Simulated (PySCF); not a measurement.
Chain-length series, n-germane mercapto/mercapto (end groups after the name). Isolated molecules, 0 K electronic values unless said otherwise. One relaxed conformer stands for each flexible species; it need not be the lowest. Strings in code marks are SMILES.

Level of theory: B3LYP-D3(BJ)/def2-TZVP // B3LYP-D3(BJ)/def2-SVP (PySCF). B3LYP has the VWN-RPA correlation part, as in Gaussian. 

```csv
n,species,LUMO (eV)
2,`[SH][GeH2][GeH2][SH]`,-1.16
3,`[SH][GeH2][GeH2][GeH2][SH]`,-1.45
4,`[SH][GeH2][GeH2][GeH2][GeH2][SH]`,-1.52
5,`[GeH2]([SH])[GeH2][GeH2][GeH2][GeH2][SH]`,-1.55
6,`[SH][GeH2][GeH2][GeH2][GeH2][GeH2][GeH2][SH]`,-1.68
```

Task: Fit the LUMO to a + b/n by least squares and give the limit of the infinite chain.

Result: a = -1.89 eV and b = 1.43 eV, with a largest residual of 0.05 eV. The limit a is a rough one, since such series level off at large n.
